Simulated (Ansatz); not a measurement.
Question: Name a neutral molecule of B, Cl, Se and H with size of the dipole moment (ωB97M-V/def2-TZVPP) between 0.95 and 1.25 D and HOMO energy (PBE0/def2-TZVPP) between -7.90 and -7.60 eV (Ansatz, PBE0-D4/def2-TZVP geometry).

Answer: `ClB(Cl)[SeH]` (0.97 D, -7.82 eV); `ClB[SeH]` (1.22 D, -7.82 eV). Other molecules can fit too; these were computed, each in one conformer that needn't be the lowest.
